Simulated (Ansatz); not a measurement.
`[S]=[Ta]([Cl])([Cl])[Cl]` + H₂O → `[OH][Ta](=[S])([Cl])[Cl]` + HCl at 400 K and 1 bar (formal hydrolysis of a Ta–Cl bond).

Computed with Ansatz on PBE0-D4/def2-TZVP structures; ΔE is electronic, products minus reactants. CBS: MP2 limit from def2 TZ/QZ plus the TZ coupled-cluster correction, frozen cores. This one scheme is used for every species. Elements past krypton have def2 core potentials. For Ta outer-core shells are correlated without core-valence functions, which leaves a few kJ/mol of doubt a bond. Each species was taken in one conformer, which may not be the lowest.

| species | CCSD(T)/CBS energy (Eh) | H − E (kJ/mol) | S (J/(mol·K)) |
| --- | --- | --- | --- |
| `[S]=[Ta]([Cl])([Cl])[Cl]` | -1834.25051 | 46.4 | 402.7 |
| H₂O | -76.37941 | 69.8 | 198.6 |
| `[OH][Ta](=[S])([Cl])[Cl]` | -1450.24360 | 79.2 | 409.2 |
| HCl | -460.38127 | 29.6 | 195.4 |

H − E and S are ideal-gas, rigid-rotor, harmonic terms from PBE0-D4/def2-TZVP, for one conformer and one mirror image of each species. 1 Eh = 2625.50 kJ/mol, R = 8.31446 J/(mol·K).

Question: By hand: ΔE, ΔH, ΔS and ΔG.

Answer: ΔE = (-1450.24360) + (-460.38127) − (-1834.25051) − (-76.37941) = 0.00505 Eh = 13.3 kJ/mol. Δ(H − E) = 79.2 + 29.6 − 46.4 − 69.8 = -7.4, so ΔH = 5.9 kJ/mol. ΔS = 409.2 + 195.4 − 402.7 − 198.6 = 3.3 J/(mol·K). ΔG = 5.9 − 400 × (3.3)/1000 = 4.6 kJ/mol.

Question: By hand: the equilibrium constant, and the temperature at which ΔG would vanish if ΔH and ΔS stayed fixed.

Answer: log₁₀ K = −ΔG/(RT ln 10) = -0.6. ΔG = 0 at ΔH/ΔS = 1788 K, though so small a ΔH makes that figure unsure.

The number of gas molecules stays the same, so ΔS is small and ΔH decides. The sign of ΔG lies within the doubt. A doubt of 5 kJ/mol in ΔE shifts log₁₀ K by 0.7 here. Other conformers and mirror images would add mixing entropy, several J/(mol·K) or more a flexible species. These are equilibria of isolated gas molecules and say nothing of rates. Largest T1 diagnostic: 0.020 (customary marks: 0.02 for closed shells, 0.045 for open ones).
